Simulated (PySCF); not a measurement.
PySCF input file for GeI, SMILES [Ge][I] (connectivity only; charge and spin as stated), charge +1, multiplicity 1, B3LYP-D3(BJ)/def2-TZVP. Geometry: B3LYP-D3(BJ)/def2-TZVP. The multiplicity is an assumed one; other spin states were not compared. The def2 effective core potentials stand for the cores of I; spin–orbit coupling is left out.

```python
import numpy as np
from pyscf import gto, scf, dft, df
from pyscf.hessian import thermo

mol = gto.M(
    atom='''
    Ge    0.00000000    0.00000000   -1.50938002
    I     0.00000000    0.00000000    0.91132379
    ''',
    basis='def2-TZVP',
    ecp={'I': 'def2-tzvp'},
    charge=1,
    spin=0,
    max_memory=1600,
    verbose=3,
)
mf = dft.RKS(mol, xc='b3lyp').density_fit(auxbasis='def2-universal-jkfit')
mf.disp = 'd3bj'
mf.grids.level = 3
mf.conv_tol = 1e-11
mf.max_cycle = 100
mf.kernel()

# analytic Hessian; the response equations are solved on a coarser grid
h, args, fine = mf.Hessian(), (mf.mo_energy, mf.mo_coeff, mf.mo_occ), mf.grids
h.max_memory = max(150, 2.5e-5 * df.make_auxmol(mol, mf.with_df.auxbasis).nao * mol.nelec[0] * (mol.nelec[0] + mol.nao))  # MB; small integral blocks
h1ao = h.make_h1(mf.mo_coeff, mf.mo_occ)
mf.grids = dft.Grids(mol).set(level=1).build(with_non0tab=True)
mo1, mo_e1 = h.solve_mo1(*args, h1ao)
mf.grids = fine
hess = h.hess_elec(*args, mo1, mo_e1, h1ao) + h.hess_nuc()
if mf.do_disp():
    hess += h.get_dispersion()
for i in range(mol.natm):  # the analytic DFT Hessian lacks the response of the grid: restore translational invariance
    hess[i, i] -= hess[i].sum(axis=0)
hess = (hess + hess.transpose(1, 0, 3, 2)) / 2
vib = thermo.harmonic_analysis(mol, hess, imaginary_freq=False)
thermo.dump_normal_mode(mol, vib)
th = thermo.thermo(mf, vib['freq_au'][vib['freq_au'] > 0], 298.15, 101325)
thermo.dump_thermo(mol, th)
g0 = mf.nuc_grad_method().set(verbose=0).kernel()

# dipole derivatives [dipole axis, atom, xyz] from the same response
r, irp = mol.intor('int1e_r'), mol.intor('int1e_irp').reshape(3, 3, mol.nao, mol.nao)
sl, dm0, ok = mol.aoslice_by_atom(), np.array(mf.make_rdm1()), []
dmu = np.einsum('a,xt->xat', mol.atom_charges(), np.eye(3))
for a, (_, _, p0, p1) in enumerate(sl):
    dmu[:, a] += 2 * np.einsum('xtij,ij->xt', irp[:, :, :, p0:p1], dm0.reshape(-1, mol.nao, mol.nao).sum(0)[:, p0:p1])
    for u, c, occ, f in [(mo1, mf.mo_coeff, mf.mo_occ, 4)]:
        dmu[:, a] -= f * np.einsum('tui,xuv,vi->xt', u[a], r, c[:, occ > 0], optimize=True)
L = vib['norm_mode']
ir = 974.8801 * (np.einsum('xat,kat->kx', dmu, L) ** 2).sum(1)       # km/mol
apt = np.einsum('xax->a', dmu) / 3

# polarisability derivatives from nuclear gradients in small electric fields
h0, F = mf.get_hcore(), 0.005
def in_field(f, guess):
    m = mf.copy()
    m.verbose, m.conv_tol, m.conv_tol_grad = 0, 1e-11, 2e-7
    m.get_hcore = lambda *a: h0 + np.einsum('x,xij->ij', f, r)
    m.kernel(guess)
    ok.append(m.converged)
    dm = np.array(m.make_rdm1())
    g = m.nuc_grad_method().kernel() - np.outer(mol.atom_charges(), f)
    for a, (_, _, p0, p1) in enumerate(sl):
        g[a] -= 2 * np.einsum('x,xtij,ij->t', f, irp[:, :, :, p0:p1], dm[:, p0:p1])
    return g, -np.einsum('xij,ij->x', r, dm), dm
E = np.eye(3) * F
g0, _, dm0 = in_field(np.zeros(3), dm0)
gp = [in_field(e, dm0) for e in E]
gm = [in_field(-e, 2 * dm0 - p[2]) for e, p in zip(E, gp)]
alpha = np.array([(p[1] - q[1]) / (2 * F) for p, q in zip(gp, gm)])  # bohr^3
check = abs(np.array([-(p[0] - q[0]) / (2 * F) for p, q in zip(gp, gm)]) - dmu).max()
print('static polarisability / bohr^3:', alpha.round(3))
print('largest difference of analytic and finite-field dipole derivatives / e:', check)
da = np.zeros((3, 3, mol.natm, 3))
for x in range(3):
    da[x, x] = -(gp[x][0] + gm[x][0] - 2 * g0) / F**2
for x, y in ((0, 1), (0, 2), (1, 2)):
    up, down = in_field(E[x] + E[y], gp[x][2] + gp[y][2] - dm0), in_field(-E[x] - E[y], gm[x][2] + gm[y][2] - dm0)
    both = -(up[0] + down[0] - 2 * g0) / F**2
    da[x, y] = da[y, x] = (both - da[x, x] - da[y, y]) / 2
aq = np.einsum('xyat,kat->kxy', da, L) * 0.529177210903**2           # A^2/amu^1/2
a = np.einsum('kxx->k', aq) / 3
g2 = 1.5 * (aq**2).sum((1, 2)) - 4.5 * a**2
raman, depol = 45 * a**2 + 7 * g2, 3 * g2 / (45 * a**2 + 4 * g2 + 1e-12)
print('mode   freq/cm-1   IR/(km/mol)   Raman/(A^4/amu)   depolarisation')
for k, w in enumerate(vib['freq_wavenumber']):
    print(f'{k + 1:4d} {w:11.2f} {ir[k]:13.3f} {raman[k]:17.3f} {depol[k]:16.3f}')
print('max |gradient| / (hartree/bohr):', abs(g0).max())
print('APT charges:', apt.round(4))
```

Program output:

```
converged SCF energy = -2374.59941051262

WARN: DFTD3 does not support analytical Hessian, using finite difference


WARN: Mole.unit (angstrom) is changed to Bohr

Mode                                 0
Irrep
Freq [cm^-1]                      295.8688
Reduced mass [au]                  86.0213
Force const [Dyne/A]                4.4366
Char temp [K]                     425.6893
Normal mode                   x     y     z
       0  Ge                 0.00  0.00 -0.09
       1   I                 0.00  0.00  0.05
temperature 298.1500 [K]
pressure 101325.00 [Pa]
Rotational constants [GHz] inf 1.86706 1.86706
Symmetry number 1
Zero-point energy (ZPE) 0.00067 [Eh]   1769.688 [J/mol]
                           tot       elec      trans        rot        vib
Entropy [J/mol/K]       256.566      0.000    174.796     75.744      6.026
Cv [J/mol/K]             27.821      0.000     12.472      8.314      7.035
Cp [J/mol/K]             36.136      0.000     20.786      8.314      7.035
Internal energy [J/mol]                      3718.434   2478.956   2886.427
Internal energy [Eh]   -2374.59595  -2374.59941
Enthalpy [J/mol]                             6197.391   2478.956   2886.427
Enthalpy [Eh]          -2374.59501
Gibbs free energy [J/mol]                  -45917.956 -20104.191   1089.882
Gibbs free energy [Eh] -2374.62414
static polarisability / bohr^3: [[36.203  0.     0.   ]
 [ 0.    36.203  0.   ]
 [-0.    -0.    81.971]]
largest difference of analytic and finite-field dipole derivatives / e: 0.0010806746503837505
mode   freq/cm-1   IR/(km/mol)   Raman/(A^4/amu)   depolarisation
   1      295.87        35.523            17.599            0.250
max |gradient| / (hartree/bohr): 2.2474460457718248e-05
APT charges: [ 1.0012 -0.0013]
```

The calculation finished and met its thresholds.
